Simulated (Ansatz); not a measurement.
Computed with Ansatz on PBE0-D4/def2-TZVP structures; ΔE is electronic, products minus reactants. CCSD(T)/CBS is the MP2 limit (def2-TZVPP, def2-QZVPP) plus CCSD(T) − MP2 in def2-TZVPP, frozen cores. DFT in def2-TZVPP. B3LYP here is the variant with VWN-RPA as its local correlation; programs differ in this. def2 core potentials past Kr. For In, Se outer-core shells are correlated without core-valence functions, which leaves a few kJ/mol of doubt a bond. Scalar relativity is left out up to krypton. One conformer a species, not always the lowest.

`[OH][In]([OH])[O][SiH3]` + `N[SiH2][SeH]` → `[SiH3]N[SiH2][SeH]` + `[OH][In]([OH])[OH]`  (ligand exchange at the Si–O bond)

```
       level  ΔE (kcal/mol)
       B3LYP           11.8
HF/CBS(def2)           14.8
```

(1) What does CCSD(T)/CBS give? (An estimate is asked.)

Largest T1 diagnostic among the species: 0.017.

## Answers

(1) Ansatz gave: +11.1 kcal/mol. The listed levels differ from it by 0.7, 3.7 kcal/mol.

From PBE to PBE0 (25 % exact exchange), in def2-TZVPP and without D4, ΔE moves by +0.8 kcal/mol. The D4 term adds −1.4 kcal/mol with B3LYP and −0.8 kcal/mol with PBE0; it sums over pairs of atoms, weighted by their polarisabilities, and B3LYP, whose exchange is more repulsive, gets the larger term. In def2-TZVPP, CCSD(T) changes the Hartree–Fock value by −3.4 kcal/mol (the triples alone add −0.4 kcal/mol) and MP2 by −3.6 kcal/mol.
